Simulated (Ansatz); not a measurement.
GaCl2H (GaHCl₂), relaxed as a singlet with RKS PBE-D4/def2-TZVP in Ansatz, starting from the GFN2-xTB geometry. Force threshold 0.02 eV/Å.

Start:

```xyz
4

Ga    0.101   -0.033    0.088
Cl   -1.795    0.469    0.790
Cl    0.461   -0.028   -1.962
H     1.233   -0.407    1.084
```

| step | energy (eV) | largest force component (eV/Å) | SCF passes |
| --- | --- | --- | --- |
| 1 | -77425.0798 | 1.123 | 13 |
| 2 | -77425.1531 | 0.124 | 18 |
| 3 | -77425.1540 | 0.012 | 17 |

Force components are those of the run's own axes.

End:

```xyz
4

Ga    0.137   -0.045    0.120
Cl   -1.839    0.483    0.767
Cl    0.432   -0.018   -2.004
H     1.270   -0.420    1.117
```

By distances, no bond broke or formed. The bond that changes most is Ga1–Cl3, from 2.08 to 2.14 Å (atoms count from 1).

No frequencies were taken in this run, so the end may be a saddle point.

It took 2.1 s on 4 threads of Arm Neoverse V1 on a shared host.
